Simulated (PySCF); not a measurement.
H3Si2, SMILES [Si][SiH3] (connectivity only; charge and spin as stated), charge +1, multiplicity 1. Atoms are numbered in the order given.

```xyz
5

Si     0.0000     0.0000    -1.3502
Si     0.0000     0.0000     1.0469
H     -1.2466     0.7197     1.4154
H      1.2466     0.7197     1.4154
H      0.0000    -1.4395     1.4154
```
Charge +1, spin multiplicity 1.

Coordinates come from a PBE0-D3(BJ)/def2-TZVP optimisation. The spin state was assumed, not searched. The isomer is the one that the SMILES or the coordinates give; other isomers of the formula were not compared.

The numbers are results of B3LYP/def2-TZVPD in PySCF, not measurements.

Symmetry labels are those of the subgroup Cs that the program uses (full group C3v).

**Question.** List the valence orbital energies around the gap with their symmetry. (The exact figures need the calculation; the answer reports its results.)

**Answer.** 
```
orbital  symmetry  energy (eV)
-------  --------  -----------
HOMO−7         A'      -104.30
HOMO−6         A'      -104.24
HOMO−5         A"      -104.24
HOMO−4         A'       -20.95
HOMO−3         A'       -18.20
HOMO−2         A"       -15.15
HOMO−1         A'       -15.15
HOMO           A'       -12.82
LUMO           A"        -9.87
LUMO+1         A'        -9.87
LUMO+2         A'        -5.01
LUMO+3         A'        -4.64
```
